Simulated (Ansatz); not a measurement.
Gas-phase electronic energies from Ansatz, PBE0-D4/def2-TZVP geometries. CBS: MP2 limit from def2 TZ/QZ plus the TZ coupled-cluster correction, frozen cores. Elements past krypton have def2 core potentials. For W outer-core shells are correlated without core-valence functions, which leaves a few kJ/mol of doubt a bond. Each species was taken in one conformer, which may not be the lowest.

`C[SiH](Cl)S[SiH2]Cl` + `[O]=[W]([F])(=[S])[Cl]` → `Cl[SiH2]S[SiH](Cl)Cl` + `[CH3][W](=[O])([F])=[S]`  (redistribution)

| species | SCS-MP2/def2-TZVPP energy (Eh) |
| --- | --- |
| `C[SiH](Cl)S[SiH2]Cl` | -1936.98846 |
| `[O]=[W]([F])(=[S])[Cl]` | -1099.29993 |
| `Cl[SiH2]S[SiH](Cl)Cl` | -2356.90405 |
| `[CH3][W](=[O])([F])=[S]` | -679.36599 |

**Question.** Work out ΔE.

**Answer.** ΔE = (-2356.90405) + (-679.36599) − (-1936.98846) − (-1099.29993) = 0.01835 Eh = +11.5 kcal/mol. CCSD(T)/CBS gives +9.0 kcal/mol.

Largest T1 diagnostic among the species: 0.023, so the coupled-cluster value is less sure than usual.

In def2-TZVPP, CCSD(T) changes the Hartree–Fock value by +1.4 kcal/mol (the triples alone add +1.2 kcal/mol) and MP2 by +4.2 kcal/mol.
